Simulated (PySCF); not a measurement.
Br2Cd. Atoms are numbered in the order given.

```xyz
3

Cd     0.0000     0.0000     0.0000
Br     0.0000     0.0000    -2.4257
Br     0.0000     0.0000     2.4257
```

Geometry optimised at B3LYP-D3(BJ)/def2-SVP. The structure was generated by enumeration; whether it is a known compound was not checked. The def2 effective core potentials stand for the cores of Cd; spin–orbit coupling is left out.

Computed with r2SCAN/def2-TZVPD in PySCF.

Gas-phase values at a fixed geometry.

```json
{
  "total_energy": "-5316.21805 hartree",
  "point_group": "D∞h",
  "highest_occupied_level": "-7.48 eV",
  "lowest_empty_level": "-3.12 eV",
  "orbital_gap": "4.36 eV",
  "dipole_moment": "0.00 D",
  "quadrupole, principal values (traceless, Buckingham form, about the centre of nuclear charge)": "-10.39, 5.20, 5.20 D·Å",
  "mean_static_polarisability": "78.2 bohr³ (11.58 Å³)",
  "polarisability_principal_values": "58.4, 58.4, 117.7 bohr³"
}
```
